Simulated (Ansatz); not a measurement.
`C/C=C/CCl` + `BN` → `C/C=C\BN` + `CCl`  (formal exchange of groups at a C–C bond)

Computed with Ansatz on PBE0-D4/def2-TZVP structures; ΔE is electronic, products minus reactants. CBS: MP2 limit from def2 TZ/QZ plus the TZ coupled-cluster correction, frozen cores. This one scheme is used for every species. Double bonds are as drawn, so ΔE can hold a change between cis and trans. Functionals use def2-TZVPP. B3LYP here is the variant with VWN-RPA as its local correlation; programs differ in this. One conformer a species, not always the lowest.

```
          level  ΔE (kcal/mol)
         PBE-D4           -9.5
     r2SCANh-D4           -9.8
   CAM-B3LYP-D4           -9.0
       PBE-QIDH           -9.3
         revPBE           -9.6
          B3LYP           -9.5
CCSD/def2-TZVPP           -8.9
 CCSD/CBS(def2)           -9.2
```

(1) What does CCSD(T)/CBS give? (Estimate.)

(2) What do rigid-rotor, harmonic-oscillator terms from PBE0-D4/def2-TZVP frequencies (298.15 K, 1 bar) make of the CCSD(T)/CBS value? (Best estimate.)

Largest T1 diagnostic among the species: 0.012.

Results:

(1) Ansatz gave: -9.1 kcal/mol. The listed levels differ from it by -0.4, -0.7, 0.1, -0.2, -0.5, -0.4, 0.2, -0.1 kcal/mol.

(2) Ansatz gave: ΔZPE = +0.8 kcal/mol, ΔH = -8.3 kcal/mol, ΔS = 0 J/(mol·K), ΔG = -8.4 kcal/mol.

Leaving LDA and LC-ωPBE aside and taking each functional with its dispersion term where it has one, the values, not all of them listed here, spread over 1.5 kcal/mol, from B97M-V to ωB97X-V. At CCSD(T), def2-SVP lies +1.7 kcal/mol from the extrapolated value and def2-TZVPP +0.3 kcal/mol.
